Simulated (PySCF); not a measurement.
These 3 structures share the formula C7H4ClFO. Level of theory: PySCF, PBE0-D3(BJ)/def2-TZVP geometry optimisation, gas phase. One conformer each; no zero-point energy, no entropy. No frequencies were run at this level. Point groups hold within 0.08 Å.

Question: Order them by energy at this level, lowest first, and give relative energies in kcal/mol.
A. `[O:1]=[C:2]([Cl:3])[c:4]1[cH:5][cH:6][cH:7][c:8]([F:9])[cH:10]1` with O1–C2–C4–C5 -1°
B. `[O:1]=[C:2]([Cl:3])[c:4]1[cH:5][cH:6][cH:7][cH:8][c:9]1[F:10]` with O1–C2–C4–C5 -27°
C. `[O:1]=[C:2]([F:3])[c:4]1[cH:5][cH:6][c:7]([Cl:8])[cH:9][cH:10]1` with O1–C2–C4–C5 180°

Answer: C (0.0), A (8.2), B (12.7).

| SMILES | E (Eh) | E rel (kcal/mol) | dipole (D) | point group | A, B, C (MHz) |
| --- | --- | --- | --- | --- | --- |
| O=C(F)c1ccc(Cl)cc1 | -903.99617 | 0.0 | 2.55 | Cs | 3864, 552.3, 483.2 |
| O=C(Cl)c1cccc(F)c1 | -903.98312 | 8.2 | 3.00 | Cs | 2058, 771.7, 561.2 |
| O=C(Cl)c1ccccc1F | -903.97596 | 12.7 | 4.09 | C1 | 2109, 906.7, 661.5 |

Question: How do the relative energies change in single points at B97-2/pcSseg-2 (no added dispersion term) on the same geometries?

Answer: 
```json
{"SMILES": "O=C(F)c1ccc(Cl)cc1", "PBE0-D3(BJ)/def2-TZVP (kcal/mol)": "0.0", "B97-2/pcSseg-2 (kcal/mol)": "0.0", "shift": "0.0"}
{"SMILES": "O=C(Cl)c1cccc(F)c1", "PBE0-D3(BJ)/def2-TZVP (kcal/mol)": "8.2", "B97-2/pcSseg-2 (kcal/mol)": "8.1", "shift": "-0.1"}
{"SMILES": "O=C(Cl)c1ccccc1F", "PBE0-D3(BJ)/def2-TZVP (kcal/mol)": "12.7", "B97-2/pcSseg-2 (kcal/mol)": "12.7", "shift": "0.0"}
```

Each column counts from its own lowest isomer. The order is unchanged; the largest shift is 0.1 kcal/mol.

Question: As an exercise, what shares would exp(−E/RT) give at 2000 K from these electronic energies alone (no entropy, no degeneracies)?

Answer: RT = 3.974 kcal/mol: O=C(F)c1ccc(Cl)cc1 85.6 %, O=C(Cl)c1cccc(F)c1 10.9 %, O=C(Cl)c1ccccc1F 3.5 %.
